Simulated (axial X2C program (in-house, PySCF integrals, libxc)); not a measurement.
## PtH⁺: from the spin-free to the two-component result

All values were computed with an axial X2C code built on PySCF integrals. Spin-free means the one-electron spin-free X2C Hamiltonian; two-component (2c) means X2C with spin–orbit coupling and atomic mean-field two-electron Coulomb and Gaunt terms, so the difference of the two also holds small scalar two-electron terms. Basis: Pt dyall-cv3z [13s14p9d6f4g], H dyall-v3z [6s2p1d] (cores contracted in-house); Gaussian nuclei, density fitting, unrestricted open shells. Masses: Pt 194.965 u, H 1.008 u.

Spin-free state: M_S = 0, Λ = 0 (closed shell); fragments Pt+ + H.

```csv
level,Re (Å),ωe (cm⁻¹),De (eV),μ (D)
PBE0,1.499,2508.0,3.092,-0.15
HF,1.493,2581.7,1.330,-0.70
CCSD,1.501,2472.8,3.088,n/a
CCSD(T),1.506,2434.2,3.213,n/a
BLYP,1.524,2373.1,3.407,0.00
```

Correlated methods: 10 electrons correlated (number of frozen shells: Pt 5 s, 4 p, 2 d, 1 f; H none), 222 virtual spin orbitals or spinors in MP2, 88 natural virtuals in coupled cluster.

Dipoles are positive if H is the positive end and refer to the centre of mass.

Two-component determinant lowest at the distance of the search:

Ω = 3 (⟨Sz⟩ = 0.97, ⟨Lz⟩ = 2.03 at HF); fragments Pt+ + H.

```csv
level,Re (Å),ωe (cm⁻¹),De (eV),μ (D)
PBE0,1.532,2345.0,3.152,-0.40
HF,1.543,2313.5,n/a,-1.18
CCSD,1.531,2346.2,n/a,n/a
CCSD(T),1.533,2330.6,n/a,n/a
BLYP,1.551,2242.8,3.372,-0.15
```

**Question.** From the two tables, how do the constants change at the CCSD(T) level (2c against spin-free)?

**Answer.** At the CCSD(T) level Re rises by 0.027 Å and ωe decreases by 103.6 cm⁻¹. The two determinants differ in configuration, so these shifts compare two states and are not the spin–orbit effect on one state.

Occupations by symmetry block were frozen at the best pattern of an incomplete PBE0 search. Closed shells are restricted here (equal orbitals for both partners); the stretched side of such a curve lies too high. Dissociation energies refer to the lowest single-determinant-based atoms at the same level and basis. De is not given where an atomic determinant may have missed its ground term or J level, or where the truncated virtual space spoils (T). Density functionals use the spin component along the axis (collinear). CCSD and (T) use frozen natural virtuals with an MP2 correction for the truncation; (T) itself is uncorrected, so its De runs slightly low. PBE0 can misorder states that lie within some tenths of an eV, so this need not be the ground state of the molecule. The nearest other spin-free determinant of the search, M_S = 1, Λ = 2, lies 0.06 eV up at the distance of the search. Without a current term, density functionals place determinants with orbital angular momentum somewhat too high. With several unpaired electrons one determinant need not be a pure state.
